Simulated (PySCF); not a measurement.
Be(Me)(Et) (C3H8Be), SMILES C[CH2][Be][CH3]. Atoms are numbered in the order given.

```xyz
12

Be    -0.3060     0.2686     0.6644
C     -0.9876     1.5451     1.5216
H     -1.4626     1.2156     2.4727
H     -1.7799     2.0687     0.9411
H     -0.2376     2.3197     1.7978
C      0.3780    -1.0193    -0.1905
C      0.7890    -0.7549    -1.6546
H     -0.3350    -1.8785    -0.1554
H      1.2641    -1.3859     0.3825
H      1.5440     0.0556    -1.7336
H     -0.0756    -0.4442    -2.2784
H      1.2299    -1.6504    -2.1436
```

Geometry: PBE-D3(BJ)/def2-SVP. The structure was generated by enumeration; whether it is a known compound was not checked. One conformer was computed; it need not be the lowest.

Method: CAM-B3LYP/def2-TZVP in PySCF.

ESP charges are fitted to the potential on shells at 1.4 to 2.0 van der Waals radii. Atomic charges (e):

```json
[
 {"atom": "Be1", "IAO": "1.37", "Mulliken": "0.20", "ESP fit": "0.49", "Löwdin": "0.22"},
 {"atom": "C2", "IAO": "-1.10", "Mulliken": "-0.44", "ESP fit": "-0.72", "Löwdin": "-0.50"},
 {"atom": "H3", "IAO": "0.14", "Mulliken": "0.11", "ESP fit": "0.14", "Löwdin": "0.13"},
 {"atom": "H4", "IAO": "0.14", "Mulliken": "0.11", "ESP fit": "0.14", "Löwdin": "0.13"},
 {"atom": "H5", "IAO": "0.14", "Mulliken": "0.11", "ESP fit": "0.14", "Löwdin": "0.13"},
 {"atom": "C6", "IAO": "-0.91", "Mulliken": "-0.23", "ESP fit": "-0.11", "Löwdin": "-0.42"},
 {"atom": "C7", "IAO": "-0.39", "Mulliken": "-0.38", "ESP fit": "-0.13", "Löwdin": "-0.34"},
 {"atom": "H8", "IAO": "0.12", "Mulliken": "0.09", "ESP fit": "-0.01", "Löwdin": "0.15"},
 {"atom": "H9", "IAO": "0.12", "Mulliken": "0.09", "ESP fit": "-0.01", "Löwdin": "0.15"},
 {"atom": "H10", "IAO": "0.12", "Mulliken": "0.11", "ESP fit": "0.02", "Löwdin": "0.12"},
 {"atom": "H11", "IAO": "0.12", "Mulliken": "0.11", "ESP fit": "0.02", "Löwdin": "0.12"},
 {"atom": "H12", "IAO": "0.12", "Mulliken": "0.11", "ESP fit": "0.03", "Löwdin": "0.11"}
]
```
